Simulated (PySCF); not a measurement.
# Zr (zirconium, neutral) across methods

[Kr] 4d2 5s1 6s1, high-spin 5F determinant (an excited configuration). Computed with PySCF 2.14 in aug-cc-pVTZ-PP with one added diffuse shell each of s, p, d, f, g type with ECP28MDF (7s7p6d4f3g, 113 functions), with a scalar-relativistic core potential.

| method | E (hartree) | mean ε 4d α (eV) | mean ε 5s α (eV) | mean ε 6s α (eV) | Σ⟨r²⟩ (bohr²) | ⟨S²⟩ |
| --- | --- | --- | --- | --- | --- | --- |
| MN15 | -46.4976 | -9.159 | -8.554 | -1.457 | 147.7 | 6.001 |
| PBE0 | -46.5956 | -9.021 | -8.042 | -1.711 | 143.4 | 6.002 |
| LDA | -46.4614 | -7.597 | -7.620 | -1.490 | 138.0 | 6.000 |
| UHF | -46.19235 | -12.430 | -9.571 | -2.102 | 155.5 | 6.006 |
| BP86 | -46.6587 | -7.781 | -7.557 | -1.538 | 139.0 | 6.001 |
| PBE | -46.6066 | -7.737 | -7.413 | -1.497 | 141.3 | 6.001 |

**Question.** Estimate the same row for r2SCAN.

**Answer.** E (hartree) = -46.6241; mean ε 4d α (eV) = -8.077; mean ε 5s α (eV) = -7.532; mean ε 6s α (eV) = -1.435; Σ⟨r²⟩ (bohr²) = 141.8; ⟨S²⟩ = 6.002.

Energies and moments cover only the electrons outside the core potential. The outer electron is Rydberg-like, and this basis confines it to a smaller radius and binds it less than a complete one would.
